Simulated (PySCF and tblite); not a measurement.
The numbers below are computed, except where a source is named.
**C₈H₁₂, numbered as in [CH:1]#[C:2][CH:3]1[CH2:4][CH2:5][CH2:6][CH2:7][CH2:8]1: conformational analysis**

Conformers came from 90 starts (ETKDG and KDG, MMFF94s, GFN2-xTB); geometries are PBE0-D3(BJ)/def2-SVP. Energies: CAM-B3LYP-D3(BJ)/def2-SVPD (IEF-PCM, chloroform), with GFN2-xTB thermal terms (modes under about 100 cm⁻¹ blended into free rotors). Symmetry numbers and mirror images are counted. Conformers within 3 kcal/mol (GFN2-xTB free energy) were kept, 8 at most. GIAO shieldings: PBE0/pcSseg-1 (IEF-PCM, chloroform). Couplings: B3LYP/pcSseg-1 with pcJ-1 on H (gas phase; spin-dipole term only for pairs with B, N, F, Si or P). Couplings are for ¹H. Shifts are against TMS (¹H), TMS (¹³C) at the same level; of two unlike H on one atom, a is the less shielded. Programs: PySCF with density fitting and tblite.

The 6-ring runs over atoms 3–4–5–6–7–8.

```tsv
conformer	shape	symmetry	E(GFN2) kcal/mol	E(DFT) kcal/mol	G(298.15 K) kcal/mol	weight %	dipole D
1	6-ring chair (all substituents equatorial)	Cs	0.00	0.00	0.00	75.3	1.22
2	6-ring chair (C2 axial)	Cs	0.06	0.53	0.66	24.7	1.00
```

Weights (%) against temperature:

```tsv
T (K)	1	2	S(mix) cal/mol/K
220	81.0	19.0	0.97
260	77.8	22.2	1.05
298.15	75.3	24.7	1.11
340	73.1	26.9	1.16
380	71.4	28.6	1.19
```

Averaged shifts at 298.15 K. ¹H: 2.21 (H3, 1H), 2.16 (H1, 1H), 1.69 (H4a/H8a, 2H), 1.64 (H5a/H7a, 2H), 1.40 (H6a, 1H), 1.28 (H4b/H8b, 2H), 1.21 (H6b, 1H), 1.21 (H5b/H7b, 2H) ppm. ¹³C: 94.4 (C2), 74.9 (C1), 35.2 (C4/C8), 30.2 (C3), 28.3 (C6), 27.5 (C5/C7) ppm.

Averaged couplings (Hz): ⁴J(H1,H3) -4.0, ³J(H3,H4b) 10.6, ³J(H3,H4a) 4.2, ⁴J(H3,H5a) -0.6, ²J(H4b,H4a) -14.8, ³J(H4b,H5a) 4.1, ³J(H4b,H5b) 11.7, ⁴J(H4b,H6a) -0.6, ³J(H4a,H5a) 6.2, ³J(H4a,H5b) 4.0, ⁴J(H4a,H6b) -0.6, ⁴J(H4a,H6a) 1.0, ⁴J(H4a,H8a) 1.3, ²J(H5a,H5b) -15.1, ³J(H5a,H6b) 4.2, ³J(H5a,H6a) 6.0, ⁴J(H5a,H7a) 1.1, ⁴J(H5a,H7b) -0.6, ³J(H5b,H6b) 11.5, ³J(H5b,H6a) 4.1, ²J(H6b,H6a) -14.8.

Coordinates of conformer 1 (Å):

```xyz
20

C     3.442   -0.845    0.466
C     2.337   -0.498    0.112
C     0.997   -0.085   -0.294
C     0.013   -1.266   -0.291
C    -1.382   -0.827   -0.719
C    -1.901    0.318    0.144
C    -0.929    1.493    0.148
C     0.469    1.064    0.580
H     4.424   -1.151    0.776
H     1.067    0.290   -1.333
H    -0.022   -1.688    0.728
H     0.393   -2.064   -0.948
H    -2.073   -1.685   -0.679
H    -1.353   -0.503   -1.775
H    -2.038   -0.042    1.180
H    -2.895    0.643   -0.206
H    -1.295    2.295    0.808
H    -0.878    1.927   -0.867
H     0.450    0.723    1.629
H     1.170    1.912    0.539
```

Coordinates of conformer 2 (Å):

```xyz
20

C     2.853   -0.403    0.849
C     1.978   -0.084    0.073
C     0.911    0.297   -0.853
C     0.003   -0.900   -1.185
C    -0.827   -1.332    0.018
C    -1.644   -0.171    0.578
C    -0.760    1.026    0.911
C     0.070    1.458   -0.291
H     3.633   -0.683    1.532
H     1.398    0.637   -1.784
H     0.612   -1.737   -1.561
H    -0.667   -0.596   -2.008
H    -0.150   -1.716    0.801
H    -1.487   -2.168   -0.263
H    -2.205   -0.493    1.470
H    -2.400    0.134   -0.170
H    -0.080    0.760    1.740
H    -1.372    1.870    1.268
H     0.727    2.303   -0.031
H    -0.599    1.808   -1.097
```

Shifts are unscaled: against experiment ¹³C can be off by 15 ppm or more and ¹H by 0.8 ppm.

Search and properties took 3.6 min on 1 thread of Arm Neoverse V1, shared host (rough), launched as `OMP_NUM_THREADS=1 python ens_run.py task.json out`.
